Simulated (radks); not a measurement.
Results of a calculation; reference values are marked as such.
Spin polarisation of the 5d1 shell in neutral lanthanum. Start: [Xe] 5d(up 0.5, down 0.5) 6s2; electrons of 5d are moved from spin down to spin up, other shells keep equal spins. Level of theory: non-relativistic Kohn-Sham, PBE, spin-polarised, spherical densities, point nucleus (a radial shooting solver on a logarithmic mesh with Libxc functionals).

moment (Bohr magnetons)  E - E(0) (eV)  e(5d up) (eV)  e(5d down) (eV)  6s down minus up (eV)  5p down minus up (eV)
0                                0.000         -3.729           -3.729                 0.000                 0.000
0.25                            -0.008         -3.791           -3.665                  0.064                  0.111
0.5                             -0.031         -3.849           -3.598                  0.127                  0.223
0.75                            -0.071         -3.904           -3.528                  0.191                  0.334
1                               -0.126         -3.956           -3.454                  0.254                  0.446

At moment 1 the spin-polarisation energy is -0.126 eV and the 5d exchange splitting 0.501 eV, that is 0.501 eV per Bohr magneton; E = -I m^2/4 would give I = 0.502 eV.
